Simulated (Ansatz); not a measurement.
The cluster B₂N₂, relaxed as a triplet with UKS r2SCAN-D4/def2-TZVP in Ansatz, starting from the r2SCAN-D4/def2-TZVP geometry of the neutral singlet. Force threshold 0.02 eV/Å.

The relaxation made no stability test and no search for a lower SCF solution. The structure comes from a short search, and lower isomers may exist.

Start:

```xyz
4

B     0.668    0.020    0.332
B    -0.668   -0.020   -0.332
N    -0.096   -1.156    0.263
N     0.096    1.156   -0.263
```

Estimate the energy that the relaxation releases and the steps that it takes.

4.0 kcal/mol, in 5 steps; 4.9 s on 4 threads of Arm Neoverse V1 on a shared host. No frequencies were taken in this run, so the end may be a saddle point.

Does the start keep its bonding and symmetry?

By distances, no bond broke or formed. The bond that changes most is B1–B2, from 1.49 to 1.59 Å (atoms count from 1). Point group D2h at the start, D2h at the end, both within 0.05 Å.

Predict the relaxed structure.


```xyz
4

B     0.713    0.021    0.354
B    -0.713   -0.021   -0.354
N    -0.096   -1.155    0.263
N     0.096    1.155   -0.263
```
Bond lengths: 4 × B–N 1.43 Å; 1 × B–B 1.59 Å.
